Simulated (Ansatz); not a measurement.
One change: `BCC(C)=O` becomes `CCC(C)=O`.

Ansatz, PBE0-D4/def2-TZVP geometries, multiplicity 1. Each molecule was computed in one conformer, which needn't be the lowest.

```csv
property,`BCC(C)=O`
size of the dipole moment (ωB97M-V/def2-TZVPP) / D,2.92
LUMO energy (ωB97M-V/def2-TZVPP) / eV,0.26
HOMO–LUMO gap (ωB97M-V/def2-TZVPP) / eV,9.86
LUMO energy (PBE/def2-TZVPP) / eV,-2.70
HOMO energy (B3LYP/def2-TZVPP) / eV,-6.97
size of the dipole moment (B3LYP/def2-TZVPP) / D,2.91
```

Q: Give the same properties after the change, and the shifts. (Estimate.)

A: The calculation gave: 
| property | `CCC(C)=O` | shift |
| --- | --- | --- |
| size of the dipole moment (ωB97M-V/def2-TZVPP) / D | 2.86 | -0.06 |
| LUMO energy (ωB97M-V/def2-TZVPP) / eV | 2.00 | 1.74 |
| HOMO–LUMO gap (ωB97M-V/def2-TZVPP) / eV | 11.59 | 1.73 |
| LUMO energy (PBE/def2-TZVPP) / eV | -1.46 | 1.24 |
| HOMO energy (B3LYP/def2-TZVPP) / eV | -6.95 | 0.02 |
| size of the dipole moment (B3LYP/def2-TZVPP) / D | 2.86 | -0.05 |

Dipoles are sizes alone; their direction can turn.

B3LYP here is the variant with VWN-RPA as its local correlation; programs differ in this.
